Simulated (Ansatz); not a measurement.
Start from `[CH3][Y]([NH2])[NH2]` and change one atom or group to get `[NH2][Y]([NH2])[Cl]`.

Ansatz, PBE0-D4/def2-TZVP geometries, multiplicity 1. Each molecule was computed in one conformer, which needn't be the lowest.

Elements past krypton have def2 core potentials.

| property | `[CH3][Y]([NH2])[NH2]` |
| --- | --- |
| LUMO energy (B3LYP/def2-TZVPP) / eV | -1.65 |
| size of the dipole moment (ωB97M-V/def2-TZVPP) / D | 1.51 |
| HOMO–LUMO gap (B3LYP/def2-TZVPP) / eV | 4.43 |
| LUMO energy (PBE/def2-TZVPP) / eV | -2.05 |
| HOMO–LUMO gap (PBE/def2-TZVPP) / eV | 3.01 |
| LUMO energy (PBE0/def2-TZVPP) / eV | -1.31 |

Question: Give the same properties after the change, and the shifts. (Best estimate.)

Answer: The calculation gave: 
```
                                          property  `[NH2][Y]([NH2])[Cl]`  shift
               LUMO energy (B3LYP/def2-TZVPP) / eV                  -1.98  -0.33
size of the dipole moment (ωB97M-V/def2-TZVPP) / D                   3.13   1.62
             HOMO–LUMO gap (B3LYP/def2-TZVPP) / eV                   4.80   0.37
                 LUMO energy (PBE/def2-TZVPP) / eV                  -2.39  -0.34
               HOMO–LUMO gap (PBE/def2-TZVPP) / eV                   3.30   0.29
                LUMO energy (PBE0/def2-TZVPP) / eV                  -1.64  -0.33
```

With PBE0 the HOMO falls by 0.70 eV and the LUMO falls by 0.33 eV, so the gap widens by about 0.37 eV. PBE moves the HOMO by -0.63 eV and ωB97M-V by -0.78 eV. Dipoles are sizes alone; their direction can turn.

B3LYP here is the variant with VWN-RPA as its local correlation; programs differ in this.
